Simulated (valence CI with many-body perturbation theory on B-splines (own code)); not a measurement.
## Eu48+: calculated level list

Computed by valence CI with perturbative core correlation (CI+MBPT): five valence electrons over a frozen Dirac-Fock core [Ne], a basis of 11 s, 11 p, 10 d, 8 f, 5 g, 2 h functions for each j, with the one-electron correlation potential Σ1, the two-electron term Σ2, the three-electron term Σ3, Breit, model QED; selected CI, second order for the rest, scaled by the run's own slope (own B-spline code, finite nucleus).

The last digits are not significant, and no measured levels were compared; by estimate large intervals hold to a few tenths of a per cent, small ones and those within an open d or f shell to about a per cent. Among the levels kept, up to 3300 cm⁻¹ of a level comes from second order outside the variational space, and about a tenth of that is noise between levels of different J, which matters for small intervals.

Levels 136 to 168 of 168, with energies above the lowest level, (3s^2 3p1/2^2 3p3/2) J=3/2. "Leading %" is the weight of the configuration and term that name the level; weights of strongly mixed levels are sums over their largest components and can fall short. In the jj column 3d3/2^4 stands for four electrons in 3d with j = 3/2. Lifetimes count E1, E2, E3, M1 and M2 decay at the calculated energies, and are blank where another channel may lead or the interval is too uncertain; long ones can be off by a factor of two.

| No. | Configuration | Term | J | E (× 10³ cm⁻¹) | Leading % | Leading jj | Lifetime | g |
| --- | --- | --- | --- | --- | --- | --- | --- | --- |
| 136 | 3s²3p3d² | ⁴D° | 5/2 | 6124.6 | 30 | 3s^2 3p3/2 3d3/2 3d5/2 (80 %) | 982 fs | 1.139 |
| 137 | 3s²3p3d² | ⁴P° | 5/2 | 6133.5 | 45 | 3s^2 3p3/2 3d3/2 3d5/2 (85 %) | 758 fs | 1.405 |
| 138 | 3s²3p3d² | ⁴D° | 7/2 | 6134.6 | 32 | 3s^2 3p3/2 3d3/2 3d5/2 (85 %) | 1.14 ps | 1.174 |
| 139 | 3s²3p3d² | ²S° | 1/2 | 6141.9 | 32 | 3s^2 3p3/2 3d3/2 3d5/2 (68 %) | 633 fs | 1.805 |
| 140 | 3s3p²3d² | ⁴F | 9/2 | 6148.3 | 23 | 3s 3p1/2^2 3d5/2^2 (83 %) | 4.66 ps | 1.243 |
| 141 | 3s3p²3d² | ²D | 5/2 | 6222.4 | 17 | 3s 3p1/2^2 3d5/2^2 (90 %) | 3.77 ps | 1.347 |
| 142 | 3s3p²3d² | ²F | 7/2 | 6253.3 | 20 | 3s 3p1/2^2 3d5/2^2 (85 %) | 4.36 ps | 1.083 |
| 143 | 3s²3p3d² | ²G° | 7/2 | 6263.5 | 37 | 3s^2 3p3/2 3d3/2 3d5/2 (75 %) | 785 fs | 1.129 |
| 144 | 3s²3p3d² | ²D° | 5/2 | 6280.0 | 36 | 3s^2 3p3/2 3d5/2^2 (55 %) | 1.28 ps | 1.182 |
| 145 | 3s3p²3d² | ²D | 3/2 | 6297.2 | 19 | 3s 3p1/2^2 3d5/2^2 (84 %) | 3.75 ps | 1.106 |
| 146 | 3s²3p3d² | ²H° | 11/2 | 6317.8 | 62 | 3s^2 3p3/2 3d5/2^2 (79 %) | 5.00 ps | 1.151 |
| 147 | 3s²3p3d² | ²D° | 5/2 | 6323.8 | 45 | 3s^2 3p3/2 3d3/2 3d5/2 (57 %) | 882 fs | 1.175 |
| 148 | 3s²3p3d² | ²G° | 9/2 | 6329.3 | 72 | 3s^2 3p3/2 3d3/2 3d5/2 (84 %) | 842 fs | 1.072 |
| 149 | 3s²3p3d² | ²D° | 3/2 | 6339.8 | 27 | 3s^2 3p3/2 3d3/2 3d5/2 (79 %) | 667 fs | 0.957 |
| 150 | 3s²3p3d² | ²F° | 7/2 | 6357.6 | 46 | 3s^2 3p3/2 3d5/2^2 (83 %) | 4.86 ps | 1.209 |
| 151 | 3s²3p3d² | ²D° | 3/2 | 6371.7 | 27 | 3s^2 3p3/2 3d3/2 3d5/2 (76 %) | 558 fs | 1.272 |
| 152 | 3p⁴3d | ⁴D | 3/2 | 6372.4 | 21 | 3p1/2^2 3p3/2^2 3d3/2 (55 %) | 3.88 ps | 1.006 |
| 153 | 3s²3p3d² | ²P° | 1/2 | 6383.8 | 66 | 3s^2 3p3/2 3d3/2 3d5/2 (58 %) | 960 fs | 0.743 |
| 154 | 3s²3p3d² | ²G° | 9/2 | 6393.7 | 44 | 3s^2 3p3/2 3d5/2^2 (84 %) | 2.58 ps | 1.212 |
| 155 | 3s²3p3d² | ²F° | 5/2 | 6403.8 | 63 | 3s^2 3p3/2 3d3/2 3d5/2 (84 %) | 940 fs | 0.984 |
| 156 | 3s3p²3d² | ⁴P | 1/2 | 6421.4 | 40 | 3s 3p1/2^2 3d5/2^2 (82 %) | 3.14 ps | 2.011 |
| 157 | 3p⁴3d | ⁴D | 5/2 | 6460.0 | 25 | 3p1/2^2 3p3/2^2 3d3/2 (50 %) | 2.41 ps | 1.123 |
| 158 | 3p⁵ | ²P° | 1/2 | 6469.6 | 62 | 3p1/2 3p3/2^4 (62 %) | 601 fs | 0.770 |
| 159 | 3s3p²3d² | ⁶F | 1/2 | 6477.5 | 31 | 3s 3p1/2 3p3/2 3d3/2^2 (60 %) | 3.06 ps | 0.524 |
| 160 | 3s²3p3d² | ²P° | 1/2 | 6508.3 | 73 | 3s^2 3p3/2 3d5/2^2 (60 %) | 1.37 ps | 0.787 |
| 161 | 3p⁴3d | ²F | 7/2 | 6522.6 | 25 | 3p1/2^2 3p3/2^2 3d3/2 (76 %) | 1.37 ps | 1.075 |
| 162 | 3s3p²3d² | ⁶F | 3/2 | 6546.6 | 34 | 3s 3p1/2 3p3/2 3d3/2^2 (68 %) | 2.00 ps | 0.879 |
| 163 | 3s3p²3d² | ⁶F | 1/2 | 6555.5 | 34 | 3s 3p1/2 3p3/2 3d3/2^2 (43 %) | 1.62 ps | 0.592 |
| 164 | 3s3p²3d² | ⁶G | 5/2 | 6566.6 | 24 | 3s 3p1/2 3p3/2 3d3/2^2 (59 %) | 1.64 ps | 1.080 |
| 165 | 3s3p²3d² | ⁶G | 7/2 | 6589.9 | 31 | 3s 3p1/2 3p3/2 3d3/2^2 (81 %) | 4.46 ps | 1.108 |
| 166 | 3s²3p3d² | ²P° | 3/2 | 6601.2 | 70 | 3s^2 3p3/2 3d5/2^2 (89 %) | 3.42 ps | 1.270 |
| 167 | 3s²3p3d² | ²F° | 7/2 | 6614.5 | 42 | 3s^2 3p3/2 3d5/2^2 (80 %) | 1.48 ps | 1.150 |
| 168 | 3s²3p3d² | ²D° | 5/2 | 6617.8 | 54 | 3s^2 3p3/2 3d5/2^2 (87 %) | 2.13 ps | 1.180 |

Where two levels of one J and parity lie close, their mixing, g and order are uncertain.
